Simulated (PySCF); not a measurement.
This PySCF input asks for the NMR shieldings of SMILES [C@@H]1(C(C)C)CCCP1, C7H15P; the geometry comes from GFN2-xTB.

```python
import basis_set_exchange as bse
import numpy as np
from pyscf import gto, dft
from pyscf.prop import nmr

atoms = """
C    -2.254381    1.352766    0.089139
C    -1.446930    0.130651   -0.339231
C    -1.675236   -1.007945    0.650414
C     0.037409    0.507998   -0.450029
C     0.891121   -0.558716   -1.153385
C     2.296449   -0.516588   -0.563635
C     2.115507   -0.446412    0.947623
P     0.810516    0.843546    1.242454
H    -1.891910    1.710256    1.052595
H    -3.308700    1.104955    0.186915
H    -2.156343    2.157022   -0.637078
H    -1.789898   -0.189035   -1.331964
H    -1.179574   -1.922199    0.332382
H    -2.738256   -1.216549    0.747820
H    -1.287178   -0.725141    1.629518
H     0.098898    1.448151   -1.011169
H     0.905144   -0.390217   -2.231325
H     0.464122   -1.546722   -0.976277
H     2.879721   -1.391285   -0.857439
H     2.818943    0.376991   -0.914423
H     1.752716   -1.401041    1.339974
H     3.031609   -0.188159    1.480704
H     1.621499    1.894657    0.776497
"""
names = dict.fromkeys(["C", "P", "H"], "pcSseg-1")
basis = {el: gto.basis.parse(bse.get_basis(n, elements=[el], fmt="nwchem")) for el, n in names.items()}
mol = gto.M(atom=atoms, basis=basis, charge=0, verbose=0)
mf = dft.RKS(mol, xc="PBE0")
mf.grids.level = 2
mf.grids.alignment = dft.numint.BLKSIZE   # the property module wants whole blocks of grid points
mf.conv_tol = 1e-9
mf.kernel()

calc = nmr.RKS(mf)   # GIAO
C = mf.mo_coeff
Co = C[:, mf.mo_occ > 0]
resp = mf.gen_response(singlet=True, hermi=2)
def vind(x):   # induced exchange potential for any number of trial vectors
    d = np.einsum("pi,xij,qj->xpq", C, 2 * x.reshape(-1, C.shape[1], Co.shape[1]), Co, optimize=True)
    return np.einsum("xpq,pi,qj->xij", resp(d - d.transpose(0, 2, 1)), C, Co, optimize=True).ravel()
mo1, _ = nmr.rhf.solve_mo1(calc, with_cphf=vind)
sigma = calc.kernel(mo1)
for i, s in enumerate(sigma):   # ppm
    print("%2d %-2s %9.2f" % (i, mol.atom_pure_symbol(i), np.trace(s) / 3))
```

Q: What does it print?

A: 
```
 0 C     159.19
 1 C     153.66
 2 C     169.99
 3 C     138.67
 4 C     150.47
 5 C     148.78
 6 C     159.81
 7 P     416.46
 8 H      30.43
 9 H      30.69
10 H      30.73
11 H      30.02
12 H      30.83
13 H      31.03
14 H      30.50
15 H      29.18
16 H      29.53
17 H      30.41
18 H      29.40
19 H      30.21
20 H      30.54
21 H      29.95
22 H      29.07
```

These numbers come from an equivalent density-fitted implementation of the same equations, which agrees with the script to about 0.01 ppm for H and up to a few tenths of a ppm for heavy atoms, so last digits may differ.

Size and cost of the density-fitted run: 218 basis functions, 41 s wall time on 1 thread of an Arm Neoverse V1, shared host; peak memory 1.1 GiB.
